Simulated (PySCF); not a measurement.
These 2 structures share the formula C4H6O2Si. Level of theory: PySCF, PBE0-D3(BJ)/def2-SVP geometry optimisation, gas phase. Energies are electronic, without zero-point or thermal terms, for one conformer each. No frequencies were run at this level. Point groups hold within 0.08 Å.

Question: Order them by energy at this level, lowest first, and give relative energies in kcal/mol.
A. `[CH:1]#[C:2][SiH2:3][O:4][C:5]([CH3:6])=[O:7]` with C2–Si3–O4–C5 179°, Si3–O4–C5–C6 180°
B. `[SiH3:1][O:2][c:3]1[cH:4][cH:5][o:6][cH:7]1` with Si1–O2–C3–C4 0°

Answer: B (0.0), A (2.4).

As drawn, the lower has an aromatic ring, which the higher lacks; the higher has a C=O bond, a C≡C bond and a C(=O)–O unit, which the lower lacks. Neighbours under 2.5 kcal/mol apart ([SiH3]Oc1ccoc1 and C#C[SiH2]OC(C)=O) can change places with a better method, another conformer or zero-point energy.

| SMILES | E (Eh) | E rel (kcal/mol) | dipole (D) | point group | A, B, C (MHz) |
| --- | --- | --- | --- | --- | --- |
| [SiH3]Oc1ccoc1 | -595.18964 | 0.0 | 1.35 | Cs | 7325, 1276, 1101 |
| C#C[SiH2]OC(C)=O | -595.18575 | 2.4 | 2.06 | Cs | 6218, 1099, 950.2 |

How do the relative energies change in single points at KT3/pcSseg-2 (no added dispersion term) on the same geometries?

```json
{"SMILES": "[SiH3]Oc1ccoc1", "PBE0-D3(BJ)/def2-SVP (kcal/mol)": "0.0", "KT3/pcSseg-2 (kcal/mol)": "2.8", "shift": "+2.8"}
{"SMILES": "C#C[SiH2]OC(C)=O", "PBE0-D3(BJ)/def2-SVP (kcal/mol)": "2.4", "KT3/pcSseg-2 (kcal/mol)": "0.0", "shift": "-2.4"}
```

Each column counts from its own lowest isomer. C#C[SiH2]OC(C)=O becomes the lowest; the largest shift is 2.8 kcal/mol.
